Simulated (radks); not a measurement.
Task: Valence configurations of the niobium ion Nb3+ (all share [Kr]). All-electron calculation, scalar-relativistic Kohn-Sham, PBE, spin-polarised, spherical densities, finite nucleus; open shells are filled with parallel spins first (spin-orbit coupling, left out, can overturn this in heavy ions); Fermi nuclear charge, rms radius 4.324 fm. Program: a radial shooting solver on a logarithmic mesh with Libxc functionals. Order these by energy: 5s2; 4d1 5p1; 4d2; 5p2; 4d1.5 5p0.5; 4d1 5s1; 4d0.5 5p1.5.

Result: From the lowest, in eV above it: 4d2 0.000; 4d1.5 5p0.5 5.748; 4d1 5s1 5.882; 4d1 5p1 11.916; 5s2 13.783; 4d0.5 5p1.5 18.465; 5p2 25.394. NIST lists [Kr] 4d2 as the ground configuration; this level of theory agrees among the configurations tried. The energies are those of spherical high-spin densities, not of single terms.
